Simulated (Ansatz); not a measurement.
Molecule: CdF2, net charge 1, doublet state. SMILES of the parent species: [F][Cd][F]

Atoms: Cd1, F2, F3. Bonds: Cd1-F2, Cd1-F3.

Bond lengths (Å) and angles (degrees) optimised at HF/STO-3G with Ansatz (a first-principles code); HF/3-21G with Ansatz; HF/6-31G* with LANL2DZ past Ar with Ansatz; B3LYP/6-31G* with LANL2DZ past Ar with Ansatz, each started from the B3LYP-D3(BJ)/def2-TZVP structure (Ansatz) of the last column. A row stands for all coordinates that are equal there. 6-31G* holds six Cartesian d functions. No wavenumbers were computed at HF/STO-3G, so these may be saddle points.

| coordinate | HF/STO-3G | HF/3-21G | HF/6-31G* with LANL2DZ past Ar | B3LYP/6-31G* with LANL2DZ past Ar | B3LYP-D3(BJ)/def2-TZVP |
|---|---|---|---|---|---|
| Cd1-F2 | 1.784 to 2.054 | 1.921 to 2.383 | 1.856 to 2.374 | 1.992 | 1.983 |
| F2-Cd1-F3 | 180.0 | 180.0 | 180.0 | 180.0 | 180.0 |

A range marks coordinates that this level makes unequal.

Mean signed difference of all 2 bond lengths from B3LYP-D3(BJ)/def2-TZVP: HF/STO-3G -0.064 Å, HF/3-21G 0.169 Å, HF/6-31G* with LANL2DZ past Ar 0.132 Å, B3LYP/6-31G* with LANL2DZ past Ar 0.009 Å.
